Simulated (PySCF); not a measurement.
# `C=C(C#N)C[As](C)CCC`, C8H14AsN

Molfile (atoms numbered from 1):
```
C8H14AsN
     RDKit          3D

 24 23  0  0  0  0  0  0  0  0999 V2000
    3.4033    1.2177    0.0162 C   0  0  0  0  0  0  0  0  0  0  0  0
    2.5897    0.2126    0.3466 C   0  0  0  0  0  0  0  0  0  0  0  0
    2.4300   -0.1424    1.7079 C   0  0  0  0  0  0  0  0  0  0  0  0
    2.2944   -0.4569    2.8025 N   0  0  0  0  0  0  0  0  0  0  0  0
    1.7873   -0.5752   -0.6297 C   0  0  0  0  0  0  0  0  0  0  0  0
    0.0046    0.2851   -0.9640 As  0  0  0  0  0  3  0  0  0  0  0  0
   -0.6673   -1.1640   -2.1268 C   0  0  0  0  0  0  0  0  0  0  0  0
   -0.8540   -0.3330    0.7188 C   0  0  0  0  0  0  0  0  0  0  0  0
   -2.3593   -0.0944    0.7569 C   0  0  0  0  0  0  0  0  0  0  0  0
   -2.6998    1.3863    0.6558 C   0  0  0  0  0  0  0  0  0  0  0  0
    3.5405    1.5009   -1.0151 H   0  0  0  0  0  0  0  0  0  0  0  0
    3.9476    1.7779    0.7574 H   0  0  0  0  0  0  0  0  0  0  0  0
    2.3114   -0.6157   -1.5878 H   0  0  0  0  0  0  0  0  0  0  0  0
    1.6237   -1.5935   -0.2697 H   0  0  0  0  0  0  0  0  0  0  0  0
   -0.6071   -2.1278   -1.6224 H   0  0  0  0  0  0  0  0  0  0  0  0
   -1.7043   -0.9760   -2.4019 H   0  0  0  0  0  0  0  0  0  0  0  0
   -0.0815   -1.2092   -3.0446 H   0  0  0  0  0  0  0  0  0  0  0  0
   -0.3843    0.1879    1.5582 H   0  0  0  0  0  0  0  0  0  0  0  0
   -0.6455   -1.4009    0.8421 H   0  0  0  0  0  0  0  0  0  0  0  0
   -2.7647   -0.4959    1.6902 H   0  0  0  0  0  0  0  0  0  0  0  0
   -2.8375   -0.6334   -0.0670 H   0  0  0  0  0  0  0  0  0  0  0  0
   -2.2286    1.9386    1.4668 H   0  0  0  0  0  0  0  0  0  0  0  0
   -2.3351    1.7901   -0.2925 H   0  0  0  0  0  0  0  0  0  0  0  0
   -3.7752    1.5408    0.7095 H   0  0  0  0  0  0  0  0  0  0  0  0
  1  2  2  0
  2  3  1  0
  3  4  3  0
  2  5  1  0
  5  6  1  0
  6  7  1  0
  6  8  1  0
  8  9  1  0
  9 10  1  0
  1 11  1  0
  1 12  1  0
  5 13  1  0
  5 14  1  0
  7 15  1  0
  7 16  1  0
  7 17  1  0
  8 18  1  0
  8 19  1  0
  9 20  1  0
  9 21  1  0
 10 22  1  0
 10 23  1  0
 10 24  1  0
M  END
```

Level of theory: GIAO HF/pcSseg-1 magnetisability, rotational g tensor and spin-rotation constants, non-relativistic, gas phase (PySCF). Geometry: GFN2-xTB.

The calculation is non-relativistic, which matters for the atoms heavier than Zn.

Question: Give the nuclear spin-rotation constants along the inertial axes (H = +C I·J) beside the isotropic shieldings.

Answer: Rotational constants 1.2970, 0.6708, 0.5314 GHz. A star marks the isotopologue with that one atom substituted, in its own axes.
```
atom  isotope  Caa (kHz)  Cbb (kHz)  Ccc (kHz)  mean (kHz)  σ (ppm)
  N4      14N      0.281      0.053      0.109       0.147    -53.1
 As6     75As      1.634      1.030      0.725       1.129   1551.5
 H11       1H     -0.142      0.047     -0.047      -0.047     26.0
 H12       1H     -0.024     -0.026     -0.036      -0.029     25.9
 H13       1H     -0.135      0.019     -0.063      -0.060     29.9
 H14       1H     -0.144     -0.076      0.013      -0.069     30.3
 H15       1H     -0.143     -0.068     -0.003      -0.071     31.5
 H16       1H      0.016     -0.075     -0.059      -0.039     31.0
 H17       1H     -0.132      0.003     -0.062      -0.064     31.2
 H18       1H     -0.065     -0.032     -0.049      -0.049     30.1
 H19       1H     -0.143     -0.073      0.010      -0.069     30.7
 H20       1H     -0.139      0.000     -0.043      -0.061     30.3
 H21       1H     -0.072     -0.038     -0.047      -0.052     30.9
 H22       1H     -0.079     -0.041     -0.045      -0.055     31.2
 H23       1H     -0.140     -0.007     -0.043      -0.063     30.7
 H24       1H      0.007     -0.063     -0.060      -0.039     30.9
  C1     13C*      0.356      0.298      0.122       0.259     52.5
  C2     13C*      0.297      0.311      0.107       0.238     65.0
  C3     13C*      0.581      0.025      0.209       0.272     68.5
  C5     13C*      0.193      0.106      0.080       0.127    161.0
  C7     13C*      0.164      0.083      0.057       0.102    182.8
  C8     13C*      0.207      0.107      0.076       0.130    160.7
  C9     13C*      0.175      0.089      0.071       0.112    173.4
 C10     13C*      0.165      0.093      0.065       0.108    176.1
```
For the geometry as given, no vibrational averaging.
